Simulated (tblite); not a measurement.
Compound: C₆H₁₁N₂P.
Numbering: `[CH3:1][c:2]1[n:3][n:4]([CH:5]([CH3:6])[CH3:7])[cH:8][p:9]1` (hydrogens: H10, H11, H12 on C1; H13 on C5; H14, H15, H16 on C6; H17, H18, H19 on C7; H20 on C8)

Structure used (GFN2-xTB), in Å, numbered top down from 1:
```
atom  x, y, z in Å
C1     3.126   -0.660    0.688
C2     1.964    0.237    0.429
N3     0.789   -0.275    0.174
N4    -0.112    0.670   -0.027
C5    -1.475    0.276   -0.324
C6    -1.493   -0.539   -1.615
C7    -2.033   -0.530    0.846
C8     0.336    1.931    0.065
P9     2.015    2.011    0.432
H10    3.536   -0.472    1.680
H11    2.809   -1.698    0.622
H12    3.915   -0.478   -0.040
H13   -2.055    1.196   -0.455
H14   -1.100    0.046   -2.443
H15   -0.875   -1.425   -1.490
H16   -2.509   -0.843   -1.852
H17   -3.055   -0.833    0.639
H18   -2.021    0.062    1.758
H19   -1.420   -1.415    0.997
H20   -0.345    2.750   -0.086
```

Computed with GFN2-xTB (tblite): harmonic, unscaled wavenumbers at the GFN2-xTB geometry, gas phase. Against measured fundamentals such values can be off by several per cent, at times by over 20. One conformer, not necessarily the lowest.

Harmonic wavenumbers (cm⁻¹): 28.5, 33.9, 101.5, 162.5, 189.9, 230.0, 240.1, 297.2, 319.1, 351.5, 470.1, 486.1, 561.1, 596.4, 621.1, 711.0, 737.3, 901.4, 945.5, 945.6, 974.8, 980.6, 1002.1, 1023.4, 1100.9, 1140.9, 1146.4, 1180.8, 1226.7, 1284.6, 1298.6, 1337.8, 1391.0, 1394.5, 1401.0, 1410.5, 1464.8, 1467.0, 1476.2, 1485.7, 1487.0, 1498.0, 1513.2, 2935.1, 3001.8, 3014.8, 3038.8, 3040.5, 3041.6, 3049.1, 3053.6, 3055.3, 3058.6, 3114.9.

A = 2513, B = 959.6, C = 819.5 MHz; mass 142.066 u (most abundant isotopes); point group Cs, symmetry number 1.

Task: What is the zero-point energy?

Result: ½Σν̃ = 36010 cm⁻¹ = 102.96 kcal/mol.

Task: Entropy at 500 K, 1 bar (ideal gas, RRHO, classical rotation)?

Result: Translation 43.36, rotation 31.02, vibration 52.65: S = 127.0 cal/(mol K).

Task: And Cp and H(500 K) − H(0)?

Result: Cp = 58.22 cal/(mol K), of which vibrations give 50.28 (their classical limit is 54 R = 107.3); H(500 K) − H(0) = 16.98 kcal/mol without the zero-point energy, 13.01 from vibrations.

Task: Which modes carry the vibrational entropy at 500 K?

Result: 28.5 cm⁻¹: 6.96; 33.9 cm⁻¹: 6.61; 101.5 cm⁻¹: 4.44; 162.5 cm⁻¹: 3.52; 189.9 cm⁻¹: 3.21; 230.0 cm⁻¹: 2.84 cal/(mol K); the other 48 give 25.07 together.

Task: What must be added to the electronic energy to get the Gibbs energy at 500 K and 1 bar?

Result: ZPE + [H(500 K) − H(0)] − T·S = 102.96 + 16.98 − 63.52 = 56.42 kcal/mol.

Task: How do the functions run with temperature in this model?

Result: 
| T (K) | S (cal/(mol K)) | Cp (cal/(mol K)) | H − H(0) (kcal/mol) | G − H(0) (kcal/mol) | ln q(vib) |
| --- | --- | --- | --- | --- | --- |
| 100 | 72.4 | 19.1 | 1.36 | -5.88 | 2.58 |
| 200 | 88.8 | 29.0 | 3.78 | -13.97 | 5.39 |
| 300 | 102.4 | 39.1 | 7.18 | -23.54 | 8.11 |
| 800 | 159.0 | 77.4 | 37.59 | -89.58 | 21.04 |
| 1000 | 177.2 | 85.8 | 53.95 | -123.23 | 25.81 |

q(vib) and H(0) count from the zero-point level.

Task: Blend soft modes into free rotors: weight 1/[1 + (100 cm⁻¹/ν̃)⁴] for the oscillator and the rest for a rotor with moment μB/(μ + B), μ = h/(8π²ν), B = 10⁻⁴⁴ kg m². What vibrational entropy results?

Result: 47.53 cal/(mol K) in place of 52.65, which changes −T·S at 500 K by +2.56 kcal/mol.

Hindered rotation and anharmonicity are outside this model. Other conformers, if any are populated, would add a mixing term that is left out.

Run on an Arm Neoverse V1 with one thread, shared host. This covers the Hessian and the dipole derivatives.
